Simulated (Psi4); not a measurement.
C$_{4}$H$_{9}$NaO (SMILES CC(C)(C)[O][Na]), singlet, at a GFN2-xTB geometry (such geometries of metal compounds can be far from the true shape). Base run: PBE0/3-21G (Psi4).

Geometry (Å):
```xyz
15

Na     1.4142     1.6445     0.9912
O      0.0064     0.4844     0.8265
C     -0.3421    -0.3636    -0.1803
C      0.7526    -1.4235    -0.4264
C     -1.6513    -1.0992     0.1904
C     -0.5767     0.3988    -1.5019
H      0.4641    -2.1162    -1.2127
H      0.9243    -1.9782     0.4925
H      1.6837    -0.9237    -0.7126
H     -1.4988    -1.6514     1.1130
H     -1.9538    -1.7839    -0.5974
H     -2.4354    -0.3663     0.3559
H      0.3467     0.9093    -1.7948
H     -1.3533     1.1443    -1.3501
H     -0.8797    -0.2743    -2.2995
```
All else is at Psi4's defaults (density fitting, Cartesian functions).

The base run was repeated with changes; each row names its change, and settings that it needs were set with it.

| change | E (Eh) | dipole (D) | core-seconds (rough) |
|---|---|---|---|
| base | -392.71050 | 6.09 | 10 |
| functional = bhhlyp | -392.93288 | 6.45 | 10 |
| functional = b3lyp5 | -392.90605 | 5.73 | 20 |
| functional = m11 | -392.69352 | 6.46 | 40 |
| functional = tpss | -393.13340 | 5.42 | 30 |
| functional = pbe | -392.65700 | 5.09 | 10 |
| functional = mn15 | -392.27369 | 6.24 | 30 |
| functional = hse06 | -392.74354 | 6.05 | 40 |
| functional = svwn | -391.24110 | 5.27 | 10 |
| functional = x3lyp | -392.95116 | 5.72 | 20 |
| functional = b3lyp | -393.09870 | 5.75 | 20 |
| functional = m06-l | -393.07847 | 6.39 | 30 |
| functional = cam-b3lyp | -392.94525 | 6.09 | 20 |

Absolute energies of different levels of theory aren't comparable as measures of quality.
